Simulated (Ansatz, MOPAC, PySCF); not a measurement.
CH4 (SMILES C) and N2 (SMILES N#N) are pulled apart as rigid monomers along the line of their centres of mass, from the B3LYP-D3(BJ)/def2-TZVP minimum. Starting geometry (charge 0, multiplicity 1):
```xyz
7

C      0.02468    -0.04913    -0.08081
H      0.96422     0.39518     0.24492
H     -0.07878    -1.04061     0.35790
H     -0.80434     0.57915     0.24196
H      0.01840    -0.12948    -1.16685
N      0.07011    -0.40642     3.51923
N     -0.19425     0.65123     3.48367
```

Interaction energies with rigid monomers; basis-set methods are counterpoise corrected unless marked otherwise.

Cores are frozen in the correlated methods. Rows in 6-31G* carry no dispersion term and start afresh at each structure (6-31G* with six Cartesian d functions). The state reached by PM7 isn't checked; PM7 holds dispersion and hydrogen-bond terms.

Codes used: Ansatz (Gaussian basis) for Hartree–Fock, density functionals and correlated methods; MOPAC for PM7 (differences of heats of formation); PySCF for 6-31G* rows, the dispersion terms. Each number belongs to the level named beside it.

```csv
C1···N6 (Å),PM7 (kcal/mol),B3LYP-D4/def2-TZVPPD (kcal/mol),M06-2X/6-31G* (no counterpoise) (kcal/mol),wB97M-V/def2-TZVPPD (kcal/mol),CCSD/aug-cc-pVTZ (kcal/mol)
3.26,-0.17,0.25,-0.76,-0.01,0.15
3.62,-0.45,-0.23,-0.73,-0.39,-0.30
4.16,-0.48,-0.13,-0.39,-0.29,-0.24
5.05,[?],[?],-0.04,-0.11,-0.08
6.49,-0.03,0.08,0.00,-0.02,-0.02
```

Task: What belongs in the gaps?

Result: 
- 5.05, B3LYP-D4/def2-TZVPPD (kcal/mol): 0.03
- 5.05, PM7 (kcal/mol): -0.20

Ansatz is a quantum-chemistry and plane-wave program.
